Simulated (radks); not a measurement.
Neutral aluminium inside a hard spherical wall (all orbitals vanish at R), configuration held at [Ne] 3s2 3p1 and not refilled when levels cross. Method: scalar-relativistic Kohn-Sham, LDA (Slater exchange, Perdew-Wang correlation), spin-polarised, spherical densities, point nucleus; open shells are filled with parallel spins first; computed with a radial shooting solver on a logarithmic mesh with Libxc functionals. Eigenvalues in eV for spin up, with the zero of energy where the potential of the charges vanishes at infinity; a dash marks a level that is unbound or too diffuse for the functional's potential to be trusted. A positive occupied level is held by the wall or, in an anion where self-interaction has pushed it up, behind a barrier. The pressure on the wall is -dE/dV.

R (bohr)  E (hartree)  kinetic (hartree)    e(2s)    e(2p)   e(3s)   e(3p)  e(4s, empty)  e(4p, empty)  pressure (GPa)
free       -241.77144            241.949  -107.46  -69.688  -8.079  -3.013        -0.353             -               0
8          -241.76642            241.983  -107.10  -69.324  -7.843  -2.705         2.434         5.134           0.180
6          -241.73254            242.157  -105.83  -68.049  -7.003  -1.517         8.203        12.453            2.72
5          -241.65423            242.489  -103.96  -66.185  -5.601   0.412        15.956        21.365            12.4
4          -241.39297            243.398  -100.07  -62.286  -1.887   5.250        33.448        40.254            67.4
3          -240.40314            246.204  -91.953  -54.145   9.838  19.284        79.606        87.109             490
1.5        -224.07816            284.618  -42.560   -1.899  169.10  174.58        513.68        482.06           41900
